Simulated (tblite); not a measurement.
Record of a relaxation.

Compound: C2H8N2Si2.
SMILES with atom numbers: `[N:1]#[C:2][CH2:3][SiH2:4][NH:5][SiH3:6]` (hydrogens: H7, H8 on C3; H9, H10 on Si4; H11 on N5; H12, H13, H14 on Si6)

Computed with GFN2-xTB (tblite), gas phase: L-BFGS steps from a force-field or distance-geometry start until the largest atomic force falls under 0.01 eV/Å. 11 of its 125 geometries are shown.

Step 0: E = -480.3370 eV, largest atomic force 3.778 eV/Å
```
atom  x, y, z in Å  |  force x, y, z in eV/Å
N1      3.841    0.946    0.180   -3.578  -0.303  -1.173
C2      2.727    0.856   -0.185    2.638   0.222   0.894
C3      1.352    0.744   -0.626    0.745   1.405  -0.408
Si4     0.483   -0.705    0.117    1.369  -1.883   1.383
N5     -1.105   -0.955   -0.420   -0.253  -0.917  -0.558
Si6    -2.195    0.114    0.309   -1.696   1.233   0.808
H7      0.815    1.676   -0.381    0.312  -0.187   0.027
H8      1.330    0.667   -1.717    0.163  -0.032   0.042
H9      0.477   -0.664    1.607    0.231   0.201  -0.279
H10     1.182   -1.958   -0.247   -0.020   0.221  -0.046
H11    -1.394   -1.905   -0.214    0.089   0.085  -0.462
H12    -1.754    1.503    0.057   -0.084  -0.312   0.063
H13    -2.248   -0.186    1.768   -0.071   0.258  -0.330
H14    -3.511   -0.133   -0.295    0.153   0.008   0.038
```

Step 12: E = -480.8189 eV, largest atomic force 0.326 eV/Å
```
atom  x, y, z in Å  |  force x, y, z in eV/Å
N1      3.783    0.937    0.164    0.075  -0.055   0.057
C2      2.700    0.843   -0.193   -0.100   0.234  -0.203
C3      1.348    0.726   -0.635   -0.009  -0.003  -0.010
Si4     0.617   -0.833    0.202   -0.191  -0.017   0.014
N5     -1.061   -0.945   -0.211   -0.198  -0.002  -0.098
Si6    -2.303    0.138    0.349   -0.052   0.106   0.127
H7      0.791    1.622   -0.354    0.067  -0.053   0.081
H8      1.320    0.660   -1.724    0.069  -0.075   0.026
H9      0.756   -0.622    1.643    0.073  -0.084   0.070
H10     1.296   -2.026   -0.293   -0.025  -0.046  -0.016
H11    -1.404   -1.839   -0.527    0.170   0.079   0.031
H12    -1.833    1.496    0.057   -0.046  -0.023  -0.040
H13    -2.440   -0.005    1.807   -0.075   0.003  -0.063
H14    -3.572   -0.152   -0.334    0.242  -0.065   0.025
```

Step 25: E = -480.8551 eV, largest atomic force 0.145 eV/Å
```
atom  x, y, z in Å  |  force x, y, z in eV/Å
N1      3.792    0.963    0.137   -0.095   0.011  -0.056
C2      2.707    0.874   -0.221    0.139   0.029   0.031
C3      1.351    0.716   -0.626    0.024  -0.027   0.022
Si4     0.626   -0.842    0.227    0.016   0.014   0.003
N5     -1.052   -0.888   -0.183   -0.012  -0.061  -0.016
Si6    -2.314    0.168    0.372    0.016  -0.021   0.024
H7      0.789    1.606   -0.342    0.001  -0.020   0.004
H8      1.309    0.618   -1.712    0.001   0.001   0.018
H9      0.830   -0.713    1.671    0.018  -0.013   0.015
H10     1.238   -2.054   -0.315    0.005   0.011  -0.017
H11    -1.369   -1.770   -0.549   -0.018  -0.007   0.022
H12    -1.882    1.524    0.049   -0.022   0.078   0.003
H13    -2.528    0.036    1.817    0.000   0.008  -0.011
H14    -3.499   -0.237   -0.373   -0.072  -0.003  -0.041
```

Step 37: E = -480.8603 eV, largest atomic force 0.033 eV/Å
```
atom  x, y, z in Å  |  force x, y, z in eV/Å
N1      3.817    1.006    0.098   -0.015  -0.006  -0.004
C2      2.726    0.884   -0.225    0.017   0.013  -0.003
C3      1.365    0.703   -0.607    0.011   0.004   0.002
Si4     0.629   -0.854    0.236    0.017   0.018  -0.013
N5     -1.053   -0.885   -0.167    0.008   0.014   0.009
Si6    -2.327    0.174    0.361   -0.001   0.002   0.005
H7      0.799    1.591   -0.322    0.001  -0.012  -0.001
H8      1.317    0.603   -1.693   -0.014   0.013   0.014
H9      0.858   -0.755    1.679   -0.001  -0.009   0.006
H10     1.229   -2.056   -0.341   -0.004  -0.005   0.000
H11    -1.375   -1.769   -0.522   -0.018  -0.027   0.004
H12    -1.930    1.547    0.049    0.020   0.002  -0.018
H13    -2.550    0.049    1.804   -0.013  -0.006   0.002
H14    -3.505   -0.237   -0.399   -0.008   0.000  -0.002
```

Step 50: E = -480.8619 eV, largest atomic force 0.034 eV/Å
```
atom  x, y, z in Å  |  force x, y, z in eV/Å
N1      3.826    1.020    0.075    0.008  -0.004  -0.003
C2      2.731    0.892   -0.234    0.017  -0.013   0.020
C3      1.366    0.708   -0.596   -0.016  -0.001   0.002
Si4     0.636   -0.859    0.233   -0.016  -0.025   0.017
N5     -1.052   -0.892   -0.153   -0.004   0.009  -0.006
Si6    -2.328    0.178    0.349    0.001   0.007   0.002
H7      0.802    1.589   -0.288   -0.023   0.025   0.006
H8      1.301    0.626   -1.681   -0.020   0.000  -0.018
H9      0.875   -0.785    1.677    0.004   0.006  -0.008
H10     1.224   -2.060   -0.359    0.005   0.005  -0.011
H11    -1.382   -1.787   -0.471    0.013  -0.029   0.004
H12    -1.904    1.538    0.023    0.002   0.013   0.000
H13    -2.586    0.060    1.787    0.012   0.011   0.025
H14    -3.510   -0.227   -0.410    0.016  -0.004  -0.030
```

Step 62: E = -480.8671 eV, largest atomic force 0.051 eV/Å
```
atom  x, y, z in Å  |  force x, y, z in eV/Å
N1      3.821    1.011    0.002   -0.023  -0.007  -0.010
C2      2.710    0.898   -0.252    0.006  -0.018   0.016
C3      1.325    0.732   -0.548    0.006   0.012  -0.008
Si4     0.649   -0.884    0.231    0.002   0.018  -0.018
N5     -1.048   -0.937   -0.107   -0.005   0.024   0.036
Si6    -2.310    0.187    0.305   -0.009   0.026   0.003
H7      0.784    1.597   -0.163   -0.012  -0.017   0.009
H8      1.202    0.710   -1.632   -0.020  -0.005  -0.002
H9      0.953   -0.864    1.664    0.000  -0.010   0.021
H10     1.224   -2.048   -0.441    0.036  -0.011  -0.004
H11    -1.390   -1.866   -0.289    0.009  -0.014  -0.002
H12    -1.814    1.517   -0.034    0.004   0.042  -0.029
H13    -2.652    0.152    1.732    0.016  -0.039  -0.012
H14    -3.454   -0.204   -0.515   -0.009  -0.002   0.001
```

Step 74: E = -480.8701 eV, largest atomic force 0.032 eV/Å
```
atom  x, y, z in Å  |  force x, y, z in eV/Å
N1      3.811    1.001   -0.056    0.025  -0.008  -0.006
C2      2.691    0.896   -0.271   -0.024   0.018   0.010
C3      1.296    0.741   -0.514   -0.001   0.002  -0.001
Si4     0.666   -0.904    0.235   -0.003  -0.005  -0.003
N5     -1.039   -0.952   -0.057    0.000   0.002  -0.002
Si6    -2.298    0.206    0.267    0.000   0.004  -0.008
H7      0.767    1.585   -0.069    0.014   0.000   0.004
H8      1.121    0.760   -1.590   -0.011  -0.002   0.003
H9      1.013   -0.936    1.660   -0.003   0.000  -0.004
H10     1.246   -2.034   -0.493    0.001  -0.005   0.008
H11    -1.392   -1.890   -0.161    0.005  -0.001  -0.006
H12    -1.778    1.524   -0.094   -0.005  -0.008  -0.002
H13    -2.686    0.189    1.682    0.002   0.005   0.001
H14    -3.419   -0.188   -0.585    0.002  -0.001   0.007
```

Step 87: E = -480.8712 eV, largest atomic force 0.065 eV/Å
```
atom  x, y, z in Å  |  force x, y, z in eV/Å
N1      3.814    0.977   -0.118   -0.033   0.002  -0.015
C2      2.684    0.893   -0.289    0.060  -0.001   0.025
C3      1.280    0.754   -0.479    0.007  -0.009   0.000
Si4     0.672   -0.911    0.244    0.006   0.005  -0.001
N5     -1.032   -0.959   -0.048   -0.012  -0.053  -0.018
Si6    -2.290    0.207    0.244   -0.016   0.016  -0.001
H7      0.774    1.587    0.009    0.005   0.003   0.023
H8      1.062    0.806   -1.546   -0.014  -0.009  -0.026
H9      1.030   -0.965    1.665   -0.012   0.014   0.020
H10     1.256   -2.036   -0.488    0.003   0.011  -0.019
H11    -1.383   -1.899   -0.151    0.000   0.040   0.009
H12    -1.773    1.516   -0.149    0.008   0.004  -0.012
H13    -2.682    0.233    1.655    0.005  -0.007   0.028
H14    -3.413   -0.203   -0.597   -0.008  -0.017  -0.011
```

Step 99: E = -480.8744 eV, largest atomic force 0.035 eV/Å
```
atom  x, y, z in Å  |  force x, y, z in eV/Å
N1      3.833    0.930   -0.261   -0.033  -0.010  -0.005
C2      2.691    0.872   -0.332    0.028   0.004   0.014
C3      1.272    0.774   -0.403    0.004  -0.007   0.000
Si4     0.668   -0.914    0.268    0.006   0.001  -0.003
N5     -1.028   -0.971   -0.074   -0.009  -0.004   0.001
Si6    -2.283    0.204    0.201    0.005  -0.015  -0.016
H7      0.835    1.584    0.182    0.005   0.014  -0.004
H8      0.960    0.895   -1.441    0.003   0.008  -0.007
H9      0.979   -0.973    1.701   -0.001  -0.014  -0.001
H10     1.282   -2.018   -0.470    0.000   0.007   0.002
H11    -1.378   -1.909   -0.183    0.006   0.007   0.006
H12    -1.785    1.489   -0.285   -0.010   0.001  -0.003
H13    -2.616    0.301    1.625   -0.004   0.007   0.012
H14    -3.430   -0.267   -0.574    0.000   0.001   0.004
```

Step 112: E = -480.8751 eV, largest atomic force 0.014 eV/Å
```
atom  x, y, z in Å  |  force x, y, z in eV/Å
N1      3.831    0.905   -0.329    0.011  -0.002   0.007
C2      2.687    0.867   -0.347   -0.011  -0.003   0.002
C3      1.264    0.788   -0.361   -0.004   0.003  -0.002
Si4     0.672   -0.917    0.272    0.004   0.001   0.001
N5     -1.026   -0.977   -0.056    0.007  -0.011  -0.005
Si6    -2.284    0.203    0.173    0.005   0.005   0.005
H7      0.863    1.585    0.265    0.002   0.001   0.002
H8      0.914    0.948   -1.382    0.001   0.003  -0.003
H9      0.994   -1.020    1.701    0.000   0.004   0.003
H10     1.294   -1.995   -0.495   -0.007  -0.006  -0.010
H11    -1.377   -1.918   -0.134    0.007  -0.001   0.003
H12    -1.784    1.471   -0.356   -0.011   0.003  -0.007
H13    -2.620    0.355    1.593   -0.004   0.001  -0.003
H14    -3.428   -0.296   -0.589    0.000   0.002   0.008
```

Step 124: E = -480.8757 eV, largest atomic force 0.009 eV/Å
```
atom  x, y, z in Å  |  force x, y, z in eV/Å
N1      3.840    0.880   -0.293   -0.005   0.005  -0.001
C2      2.696    0.859   -0.334   -0.003  -0.001   0.005
C3      1.273    0.795   -0.369   -0.001   0.003   0.006
Si4     0.670   -0.908    0.263    0.003   0.001   0.003
N5     -1.028   -0.973   -0.062    0.002  -0.006  -0.004
Si6    -2.293    0.198    0.178    0.001   0.009   0.000
H7      0.870    1.595    0.252    0.000   0.000   0.000
H8      0.937    0.956   -1.394    0.003  -0.002  -0.002
H9      0.993   -1.010    1.691    0.002   0.000  -0.007
H10     1.287   -1.985   -0.510    0.000  -0.006   0.000
H11    -1.371   -1.916   -0.141   -0.008   0.003   0.000
H12    -1.821    1.466   -0.376    0.000  -0.003  -0.003
H13    -2.606    0.363    1.602    0.002   0.000  -0.001
H14    -3.448   -0.320   -0.554    0.005  -0.002   0.005
```

Task: Summarise the path.

Result: The energy falls by 12.42 kcal/mol from step 0 to step 124; nine tenths of that is first reached at step 13. It rises by more than 0.2 meV at step 1. The largest force goes from 3.778 to 0.009 eV/Å. Among the bonds C3–Si4 changes most, from 1.845 to 1.914 Å; the atoms move by 0.429 Å rms after alignment.

Task: Follow the three bonds and two angles with the largest change from start to end.

Result: 
```
step  E above end (kcal/mol)  largest force (eV/Å)  C3–Si4 (Å)  N5–Si6 (Å)  Si4–N5 (Å)  Si4–N5–Si6 (°)  C3–Si4–N5 (°)
   0                   12.42                 3.778       1.845       1.692       1.695           111.9          115.4
   5                    4.62                 1.252       1.914       1.736       1.737           116.7          110.1
  11                    1.54                 0.474       1.918       1.742       1.731           124.7          108.3
  16                    0.87                 0.199       1.920       1.739       1.732           124.7          108.5
  22                    0.54                 0.237       1.913       1.738       1.729           127.1          106.9
  27                    0.44                 0.074       1.920       1.737       1.729           128.2          106.4
  32                    0.38                 0.048       1.917       1.739       1.731           128.5          106.8
  38                    0.35                 0.028       1.917       1.739       1.731           129.1          106.6
  43                    0.34                 0.031       1.917       1.740       1.731           129.1          106.6
  49                    0.32                 0.037       1.918       1.739       1.732           129.6          106.8
  54                    0.29                 0.052       1.918       1.740       1.731           129.9          107.0
  59                    0.23                 0.088       1.916       1.741       1.733           129.7          107.2
  65                    0.16                 0.117       1.916       1.739       1.731           131.3          106.9
  70                    0.14                 0.045       1.915       1.740       1.730           131.5          106.7
  75                    0.13                 0.027       1.914       1.740       1.731           131.5          106.3
  81                    0.12                 0.021       1.914       1.741       1.731           131.3          106.2
  86                    0.11                 0.045       1.914       1.740       1.731           131.7          106.0
  92                    0.06                 0.032       1.915       1.741       1.731           130.7          105.7
  97                    0.03                 0.034       1.913       1.740       1.731           130.9          105.6
 102                    0.02                 0.025       1.913       1.741       1.730           131.0          105.5
 108                    0.02                 0.031       1.914       1.741       1.731           131.0          105.7
 113                    0.01                 0.020       1.914       1.740       1.730           131.3          105.8
 119                    0.00                 0.012       1.914       1.741       1.730           131.3          106.1
 124                    0.00                 0.009       1.914       1.740       1.730           131.5          106.3
```

What follows is the cost of the whole relaxation. Time: 1.3 s. Hardware: Arm Neoverse N1, one thread, shared host.
